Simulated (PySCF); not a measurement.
Be(I)(Me) (CH₃BeI), SMILES [CH3][Be][I].

Geometry: PBE0-D3(BJ)/def2-TZVP. The def2 effective core potentials stand for the cores of I; spin–orbit coupling is left out.

These are C-PCM-M06-2X/def2-SVP (PySCF) values and carry that method's errors.

The values are the electrostatic part of the solvation free energy, E(continuum) − E(gas) at the gas-phase geometry, in a cavity of scaled van der Waals radii (PySCF's table); cavitation and dispersion terms are not included. A continuum can't describe solvent molecules that bind to the metal. In vacuum the orbital gap is 9.29 eV. The dipole moment in vacuum is 1.18 D.

Computed values in water (ε = 78.36), ethylethanoate (ε = 5.99), 1-octanol (ε = 9.86):
```json
[
 {"solvent": "water", "ε": "78.36", "ΔG(elec) (kcal/mol)": "-3.6", "dipole (D)": "1.71", "gap (eV)": "9.69"},
 {"solvent": "ethylethanoate", "ε": "5.99", "ΔG(elec) (kcal/mol)": "-3.0", "dipole (D)": "1.60", "gap (eV)": "9.62"},
 {"solvent": "1-octanol", "ε": "9.86", "ΔG(elec) (kcal/mol)": "-3.2", "dipole (D)": "1.65", "gap (eV)": "9.65"}
]
```
